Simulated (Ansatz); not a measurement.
Isolated molecules relaxed with PBE0-D4/def2-TZVP in Ansatz; ΔE leaves out vibrations. CCSD(T)/CBS adds triple-zeta CCSD(T) − MP2 to the extrapolated MP2 energy (def2 sets, frozen cores). This one scheme is used for every species. DFT in def2-TZVPP. For Se outer-core shells are correlated without core-valence functions, which leaves a few kJ/mol of doubt a bond. Scalar relativity is left out up to krypton. One conformer a species, not always the lowest.

`BCN=C` + H₂Se → `C=NC[SeH]` + BH₃  (substitution at a C–B bond)

| species | r2SCANh energy (Eh) |
| --- | --- |
| `BCN=C` | -159.31321 |
| H₂Se | -2402.73284 |
| `C=NC[SeH]` | -2535.43654 |
| BH₃ | -26.58676 |

Problem. Work out ΔE.

Solution. ΔE = (-2535.43654) + (-26.58676) − (-159.31321) − (-2402.73284) = 0.02275 Eh = +59.7 kJ/mol. CCSD(T)/CBS gives +51.1 kJ/mol.

Largest T1 diagnostic among the species: 0.012.

At CCSD(T), def2-SVP lies +11.8 kJ/mol from the extrapolated value and def2-TZVPP −1.5 kJ/mol. Leaving LDA and LC-ωPBE aside and taking each functional with its dispersion term where it has one, the values, not all of them listed here, spread over 11.5 kJ/mol, from BLYP-D4 to B97M-V. LDA lies +11.0 kJ/mol from PBE without D4. The D4 term adds −4.5 kJ/mol with B3LYP and −2.3 kJ/mol with PBE0; it sums over pairs of atoms, weighted by their polarisabilities, and B3LYP, whose exchange is more repulsive, gets the larger term.

B3LYP here is the variant with VWN-RPA as its local correlation; programs differ in this.
